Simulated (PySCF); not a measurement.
Ionisation energy of Xe+ by level of theory

Xe+ [Kr] 4d10 5s2 5p5 (2P) → Xe(2+) [Kr] 4d10 5s2 5p4 (3P), as a difference of total energies. All numbers are calculated (PySCF 2.14, scalar relativity by spin-free X2C-1e, in x2c-TZVPall). Correlated levels: valence: [Kr] 4d10 frozen. The calculations carry no spin-orbit coupling.

```csv
method,ionisation energy (eV)
UHF,20.100
PBE,21.081
TPSS,21.091
MP2 (valence),20.756
SCS-MP2 (valence),20.749
```

Task: How much does correlation contribute at MP2 (valence)?

Result: 20.756 − (20.100) = 0.656 eV, measured against UHF.

The reference lies between the lowest fine-structure levels, while these numbers refer to the centres of the terms.

Errors of the correlated levels include the incompleteness of this basis and the frozen core.

For comparison: 20.975 eV (semi-empirical (NIST evaluation); NIST Atomic Spectra Database, ionization energies).
